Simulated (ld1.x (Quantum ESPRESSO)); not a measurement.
# Plane-wave convergence, PAW potential for Ta

- Element: tantalum
- Generator: ld1.x (Quantum ESPRESSO) 7.5
- Type: PAW
- Functional: PBEsol
- Relativity: scalar-relativistic
- Frozen core: [Xe] 4f14
- Valence charge: 5
- Reference configuration: 5d3 6s1.5 6p0 (charge +0.5)
- Partial waves: 6s (bound): rcut 2.15, rcutus 2.90 bohr; 6s channel at 0.55 Ry: rcut 2.15, rcutus 2.90 bohr; 6p (bound, empty): rcut 3.10, rcutus 3.70 bohr; 6p channel at 0.65 Ry: rcut 3.10, rcutus 3.70 bohr; 5d (bound): rcut 2.20, rcutus 2.90 bohr; 5d channel at -0.15 Ry: rcut 2.20, rcutus 2.90 bohr
- Local potential: all-electron potential smoothed inside 3.20 bohr (lloc = -1)
- Core correction: Bessel-smoothed model core inside 1.60 bohr
- Augmentation charge: BESSEL, radius 1.75 bohr

The pseudo-atom Hamiltonian at the reference potential is diagonalised in spherical Bessel functions j_l(qr) that vanish at 20 bohr, with q² up to the cutoff. All-electron valence levels (Ry): 6s -0.6232, 6p -0.2846, 5d -0.5107.

Problem. How do the lowest levels (Ry) of each channel move with the cutoff, and are there ghosts?

Solution.

```csv
cutoff (Ry),s #1,p #1,p #2,d #1,f #1,f #2,Σ f·Δε (mRy)
8,-0.6232,-0.2846,-0.0425,-0.4935,0.0287,0.1306,51.7
10,-0.6232,-0.2846,-0.0425,-0.5074,0.0287,0.1306,9.8
12,-0.6232,-0.2846,-0.0425,-0.5103,0.0287,0.1306,1.3
15,-0.6232,-0.2846,-0.0425,-0.5104,0.0287,0.1306,0.8
18,-0.6232,-0.2846,-0.0425,-0.5105,0.0287,0.1306,0.4
21,-0.6232,-0.2846,-0.0425,-0.5106,0.0287,0.1306,0.1
400,-0.6232,-0.2846,-0.0425,-0.5107,0.0287,0.1306,0.0
```

Result: no extra level below or beside the all-electron valence levels (s, p, d, f tested); 10 mRy is reached at 10 Ry and 1 mRy at 15 Ry.

Its largest configuration-test error is -1026 meV.
